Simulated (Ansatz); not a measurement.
The cluster Be₅Se₄, relaxed as a singlet with RKS B3LYP-D4/def2-SVP in Ansatz, starting from the GFN1-xTB geometry. Force threshold 0.02 eV/Å.

The structure comes from a short search, and lower isomers may exist.

Start:

Cartesian coordinates in Å:
```
Be 0.240 -0.594 1.665
Be 0.796 1.340 0.149
Be -1.462 0.532 -1.793
Be 1.007 -0.973 -0.704
Be -1.805 -0.155 -0.017
Se -0.653 -2.058 0.300
Se 2.235 -0.126 0.887
Se 0.592 0.793 -2.007
Se -0.949 1.242 1.519
```

(1) Estimate the energy that the relaxation releases and the steps that it takes.

(2) Does the start keep its bonding and symmetry?

(3) Predict the relaxed structure.

Answers

(1) 20.4 kJ/mol, in 7 steps; 42 s on 4 threads of Arm Neoverse V2 on a shared host. No frequencies were taken in this run, so the end may be a saddle point.

(2) By distances, no bond broke or formed. The bond that changes most is Be3–Be5, from 1.93 to 2.02 Å (atoms count from 1). Point group Cs at the start, Cs at the end, both within 0.05 Å.

(3) 
```csv
atom,x (Å),y (Å),z (Å)
Be1,0.230,-0.563,1.582
Be2,0.729,1.270,0.136
Be3,-1.409,0.535,-1.793
Be4,0.926,-0.923,-0.673
Be5,-1.804,-0.183,0.057
Se6,-0.653,-2.094,0.322
Se7,2.249,-0.121,0.875
Se8,0.685,0.824,-2.065
Se9,-0.954,1.256,1.559
```
Bond lengths (bridged metal pairs left out): 12 × Be–Se 2.13 to 2.25 Å; 1 × Be–Be 2.02 Å.
